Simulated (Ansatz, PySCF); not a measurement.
System: BiCl$_{2}$, charge 0, doublet. BiCl2 (SMILES [Cl][Bi][Cl], doublet).
B3LYP-D3(BJ)/def2-TZVP minimum from Ansatz (an electronic-structure program):
```xyz
3

Bi    -0.2594    -0.1405     0.3548
Cl    -0.2788     1.9807    -0.8842
Cl     1.5451    -1.2948    -0.8478
```
Charge 0, spin multiplicity 2.

Atomisation energy term by term, kcal/mol (programs: Ansatz). Radicals and triplets start from unrestricted determinants; spin-orbit coupling is neglected. Correlated methods leave the cores frozen (noble-gas shells, and filled d and f shells in the p block). Past Kr the def2 sets carry scalar-relativistic core potentials. CBS(X,Y): correlation extrapolated as X^-3, Hartree-Fock from the larger set. A bracket is a step between two methods taken in the basis named. Spin-orbit terms, left out, reach several kcal/mol for Br and I, and more for heavier atoms.

| term | basis | kcal/mol |
|---|---|---|
| Hartree-Fock | def2-QZVPP | 79.66 |
| CCSD correlation | CBS(def2-TZVPP,def2-QZVPP) | 55.70 |
| (T) | CBS(def2-TZVPP,def2-QZVPP) | 7.22 |
| CCSDT(Q) - CCSD(T) | def2-SVP | 0.69 |
| minus zero-point energy | Hessian by PySCF at B3LYP-D3(BJ)/def2-TZVP | -1.07 |
| sum: D0 |  | 142.2 |
